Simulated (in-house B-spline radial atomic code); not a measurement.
The numbers below are computed, except where a source is named.
Extrapolating the RPA correlation energy in partial waves: neutral magnesium

All-electron RPA on Hartree-Fock orbitals from an all-electron radial atomic-structure program (B-spline basis), non-relativistic, point nucleus, configuration [Ne] 3s2. With empty states up to angular momentum L the sums are:

```json
{"L": "3", "E_c(L) (hartree)": "-0.534374"}
{"L": "4", "E_c(L) (hartree)": "-0.565339"}
{"L": "5", "E_c(L) (hartree)": "-0.577894"}
{"L": "6", "E_c(L) (hartree)": "-0.583903"}
{"L": "7", "E_c(L) (hartree)": "-0.587120"}
{"L": "8", "E_c(L) (hartree)": "-0.588987"}
```

For large l each further wave adds A/(l + 1/2)⁴, because the basis must build the cusp where two electrons meet.

Task: Estimate the limit from L = 7 and L = 8.

Result: Wave 8 adds -0.001867, against a sum of (l + 1/2)⁻⁴ of 1.91569e-04, so A = -9.7459. The sum over l > 8 is ζ(4, 9.5) = 4.5445e-04, close to 1/(3 × 9³) = 4.5725e-04. The tail is -0.004429 and the limit -0.59342 hartree.

Task: How good is the estimate?

Result: A run to L = 11 sums to -0.59137 and extrapolates to -0.59305 hartree, 0.08 millihartree from the run before. The estimate differs from that by -0.37 millihartree, while the bare sum at L = 8 misses 4.1 millihartree (0.7 %).
